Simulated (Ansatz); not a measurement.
Two isomers of C2H8BNSi: A = `CN1B[SiH]1C`, B = `BN[SiH2]C=C`.

Program: Ansatz. Geometries: PBE0-D4/def2-TZVP. ΔE: electronic, gas phase. CBS: MP2 limit from def2 TZ/QZ plus the TZ coupled-cluster correction, frozen cores. DFT in def2-TZVPP. B3LYP here is the variant with VWN-RPA as its local correlation; programs differ in this. Each species was taken in one conformer, which may not be the lowest.

Q: Which is lower in electronic energy at CCSD(T)/CBS, and by how much? (An estimate is asked.)

A: Computed: B, by 72.5 kJ/mol.

Q: Give E(B) − E(A) in kJ/mol with CCSD(T)/def2-TZVPP, B3LYP-D4, MP2/def2-TZVPP, B2PLYP, PBE0-D4, HF/def2-TZVPP, ωB97M-V. (Best estimate.)

A: The calculation gave: CCSD(T)/def2-TZVPP -73.1, B3LYP-D4 -73.9, MP2/def2-TZVPP -66.3, B2PLYP -73.9, PBE0-D4 -45.5, HF/def2-TZVPP -113.4, ωB97M-V -66.6. None reverses the order clearly.

Largest T1 diagnostic: 0.013.

From PBE to PBE0 (25 % exact exchange), in def2-TZVPP and without D4, E(B) − E(A) moves by −4.8 kJ/mol. In def2-TZVPP, CCSD(T) changes the Hartree–Fock value by +40.3 kJ/mol (the triples alone add +4.1 kJ/mol) and MP2 by +47.1 kJ/mol.
